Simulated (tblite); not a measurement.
Species: CH8NSi2 (doublet state).
SMILES with atom numbers: `[CH2:1][N:2]([SiH3:3])[SiH3:4]` (hydrogens: H5, H6 on C1; H7, H8, H9 on Si3; H10, H11, H12 on Si4)

The geometry is computed with GFN2-xTB (gas phase). This method treats the open shell by occupation alone, without spin polarisation.

(1) Give the optimised bond lengths and angles.

Results:

(1) 
```json
{"bond": "C1–N2", "length (Å)": "1.369"}
{"bond": "N2–Si3, N2–Si4", "length (Å)": "1.751"}
{"bond": "C1–H5, C1–H6", "length (Å)": "1.070"}
{"bond": "Si3–H7, Si4–H12", "length (Å)": "1.456"}
{"bond": "Si3–H8 and 3 like bonds", "length (Å)": "1.468"}
```

Bonds in one row agree within 0.01 Å and their mean is given. A selection of angles:
```json
{"angle": "N2–C1–H5", "degrees": "119.9"}
{"angle": "H5–C1–H6", "degrees": "120.3"}
{"angle": "C1–N2–Si3", "degrees": "116.7"}
{"angle": "Si3–N2–Si4", "degrees": "126.6"}
{"angle": "N2–Si3–H7", "degrees": "106.2"}
{"angle": "N2–Si3–H8", "degrees": "108.2"}
{"angle": "H7–Si3–H8", "degrees": "112.6"}
{"angle": "H7–Si3–H9", "degrees": "112.3"}
{"angle": "H8–Si3–H9", "degrees": "109.1"}
```

Si3 (silicon bonded to N and 3 H) is tetrahedral (angles from 106.2° to 112.6°). The 4 heavy atoms lie in one plane (0.001 Å rms). C1 (carbon bonded to N and 2 H) is planar (angles 120.3°, 119.9° and 119.8°, sum 360.0°, 0.00 Å off the plane of its three neighbours). N2 (nitrogen bonded to C and 2 Si) is planar (angles 126.6°, 116.7° and 116.7°, sum 360.0°, 0.00 Å off the plane of its three neighbours).

Point group: C2v (tolerance 0.08 Å). Its GFN2-xTB frequencies are all real (lowest 63 cm⁻¹).
